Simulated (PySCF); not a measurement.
**TeN(OH): fields on a plane**

Level of theory: PBE0 in PySCF with Te def2-TZVP with ECP28, N def2-TZVP, O def2-TZVP, H def2-TZVP; scalar-relativistic core potentials, no spin–orbit coupling; density-fitted integrals.

The singlet minimum has O–H 0.967 Å, Te–N 1.800 Å, Te–O 1.969 Å; H–O–Te 108.7°, N–Te–O 108.6°.

The plane holds Te1 at (0.00, 0.00), N2 at (1.80, 0.00), O3 at (-0.63, 1.87), H4 at (0.14, 2.45) Å. Columns run from x = -2.55 to 4.05 Å, rows from y = 4.65 (top) to -1.95 Å, in steps of 0.3 Å. Other isomers or separated fragments may lie lower. Core electrons replaced by a potential are absent, the electrostatic potential uses the reduced nuclear charge, and values within about 0.7 Å of such atoms have no physical meaning.

Task: Give the electron localisation function (set to 0 where the density is under 0.005 e/Å³). Every second row and column.

Result: 
```
0.00 0.00 0.00 0.00 0.00 0.00 0.00 0.00 0.00 0.00 0.00 0.00
0.00 0.00 0.00 0.00 0.00 0.00 0.00 0.00 0.00 0.00 0.00 0.00
0.00 0.00 0.07 0.06 0.24 0.51 0.00 0.00 0.00 0.00 0.00 0.00
0.00 0.24 0.51 0.50 0.85 0.91 0.49 0.00 0.00 0.00 0.00 0.00
0.00 0.48 0.86 0.71 0.93 0.94 0.15 0.01 0.00 0.00 0.00 0.00
0.00 0.35 0.82 0.12 0.75 0.29 0.04 0.20 0.42 0.21 0.00 0.00
0.00 0.04 0.24 0.58 0.42 0.24 0.43 0.76 0.82 0.64 0.16 0.00
0.00 0.06 0.30 0.24 0.76 0.43 0.69 0.82 0.94 0.85 0.35 0.00
0.00 0.57 0.83 0.30 0.19 0.76 0.66 0.16 0.86 0.86 0.37 0.00
0.00 0.72 0.90 0.64 0.28 0.23 0.60 0.89 0.91 0.73 0.21 0.00
0.00 0.46 0.80 0.84 0.71 0.38 0.32 0.63 0.64 0.37 0.00 0.00
0.00 0.00 0.29 0.40 0.24 0.10 0.12 0.22 0.18 0.00 0.00 0.00
```

Task: Give the highest occupied orbital (Å^-3/2) at -7.33 eV (cut at ±0.3; overall sign arbitrary). Lower edges of the bins (Å^-3/2): '0' -0.300, '1' -0.240, '2' -0.180, '3' -0.120, '4' -0.060, '5' 0.000, '6' 0.060, '7' 0.120, '8' 0.180, '9' 0.240; top 0.30.

Result: 
```
55555555555555555555555
55555555555555555555555
55555555555555555555555
55555555555555555555555
55555555555555555555555
55555666555555555555555
55556676655555555555555
55567887655555555555555
55567998544555555555555
55567991024555665555555
55556500024566666655555
55555300024677777665555
55555432345789998765555
55555555556799999866555
55556677645799999865555
55566776614558999765555
55566762096310002455555
55566664584100000244444
55556665553100000234444
55555555543210001334444
55555555443222222344444
55555555444333333444444
55555554444433344444444
```
